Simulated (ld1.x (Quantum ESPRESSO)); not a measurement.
Au: variants of one TM semilocal potential

Base potential:

gold (Au), norm-conserving Troullier–Martins (semilocal form), made with ld1.x (Quantum ESPRESSO) 7.5 (LDA (PZ), scalar-relativistic). Core [Xe] 4f14, reference 5d10 6s1 6p0. Waves: 6s (bound): rc 2.10 bohr; 5d (bound): rc 1.95 bohr; 6p (bound, empty): rc 3.25 bohr. Local part: the p channel. Core correction: a·sin(br)/r model core, default radius (core density twice the valence density).

Cutoffs, loose and tight: the cutoffs (Ry, on a coarse ladder) from which the occupation-weighted sum of valence levels, in a spherical-Bessel basis at the reference potential, stays within 10 and 1 mRy of its value at 400 Ry. They do not see the model core or the augmentation charge, which bear on the density cutoff. Test errors are all-electron minus pseudo excitation energies from the reference, over the configurations 5d10 6s0 6p0; 5d9 6s0 6p0; 5d8 6s0 6p0; 5d9 6s2 6p0; 5d10 6s0.5 6p0; 5d9 6s1 6p0; 5d7 6s0 6p0 (two spin-polarised tests are not counted in the largest error). A dash means not determined; rows that change the core or the reference have their own tests.

A semilocal file is local in each channel, so a ghost entry of none says nothing of the separable form that plane-wave codes build from it.

The default core radius of the base comes out at 1.03 bohr.

```tsv
change	outcome	cutoff, loose	cutoff, tight	bound ghosts	largest test error (meV)
base	generated	45 Ry	60 Ry	none	-466
core correction a·sin(br)/r model core inside 0.78 bohr	generated	45 Ry	60 Ry	none	-467
core correction a·sin(br)/r model core inside 1.02 bohr	generated	45 Ry	60 Ry	none	-466
core correction a·sin(br)/r model core inside 1.12 bohr	generated	45 Ry	60 Ry	none	-465
core correction a·sin(br)/r model core inside 1.42 bohr	generated	45 Ry	60 Ry	none	-448
core correction a·sin(br)/r model core inside 1.58 bohr	generated	45 Ry	60 Ry	none	-422
core correction a·sin(br)/r model core inside 1.72 bohr	generated	45 Ry	60 Ry	none	-395
core correction a·sin(br)/r model core inside 1.98 bohr	generated	45 Ry	60 Ry	none	-318
core correction a·sin(br)/r model core inside 2.10 bohr	generated	45 Ry	60 Ry	none	-288
core correction a·sin(br)/r model core inside 2.32 bohr	generated	45 Ry	60 Ry	none	-230
```

(1) What comes out with this change to the base: core correction none?

Results:

(1) outcome: generated; cutoff, loose: 45 Ry; cutoff, tight: 60 Ry; bound ghosts: none; largest test error (meV): -109.
